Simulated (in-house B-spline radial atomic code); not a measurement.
RPA and G0W0 on Hartree-Fock: Ag

Configuration [Kr] 4d10 5s1, highest spin, mean-field start Hartree-Fock. Computed with an all-electron radial atomic-structure program (B-spline basis): all electrons, scalar-relativistic (spin-free one-electron X2C), finite nucleus, each spin shell either full or empty, empty states to l = 9 with an (l + 1/2)⁻⁴ tail; G0W0 by contour deformation at full frequency.

RPA overbinds a lone outer s electron by self-correlation, and G0W0 tends to as well.

Command:
```bash
python run_gw.py task.json out
```
Settings (radii: box in bohr, nucleus in fm):
```
Z                        47
electrons                47
configuration            [Kr] 4d10 5s1
hamiltonian              x2c
method                   hf
lmax                     9
rms_radius               4.5454
spin_polarised           True
box_radius               40
intervals                72
ion_configuration        [Kr] 4d10
```

Run time, properties included: 11 s on 1 thread of Intel(R) Xeon(R) Platinum 8488C, with other jobs on the host.

Energies (hartree):

```
                                     term        value
                         mean-field total  -5312.87987
Hartree-Fock functional on these orbitals  -5312.87987
                      direct second order      -3.7659
                    second-order exchange       1.0561
                         SOSEX correction      0.98892
```

Task: What is the RPA correlation energy, and what remains with SOSEX?

Result: RPA gives -3.3471 hartree (-1.94 eV per electron); RPA + SOSEX gives -2.3582, and the second-order doubles (MP2) -2.7097 hartree. SOSEX takes back 30 % of the RPA value.

Quasi-particle levels (eV):

| level | occupied | mean field | Σx - vxc | Σc | QP weight | G0W0 |
| --- | --- | --- | --- | --- | --- | --- |
| 5s up | yes | -6.483 | 0.00 | ? | ? | ? |
| 4d down | yes | -13.875 | 0.00 | 0.55 | 0.908 | -13.329 |
| 4d up | yes | -13.940 | 0.00 | 0.51 | 0.907 | -13.429 |

G0W0 = mean field + (Σx - vxc) + Σc, with Σc (partial-wave tail included) taken at the quasi-particle energy. Only the outer levels were computed. Levels of low weight are left out.

Task: Where does G0W0 put 5s up?

Result: At -7.550 eV, with Σc = -1.07 eV and a quasi-particle weight of 0.955. The tabulated removal energy is 7.576 eV (NIST, measured); the calculation leaves out spin-orbit coupling, Breit and QED terms, and what these don't explain is the method's own error.

Task: What does it cost to remove one electron (to [Kr] 4d10) by differences of total energies, each species on its own start (correlation terms add to the Hartree-Fock functional)?

Result: Hartree-Fock functional 6.355 eV, + RPA 7.555 eV, + RPA + SOSEX 7.148 eV, + second order 7.699 eV. Tabulated: 7.576 eV (NIST, measured); the calculation leaves out spin-orbit coupling, Breit and QED terms, and what these don't explain is the method's own error.
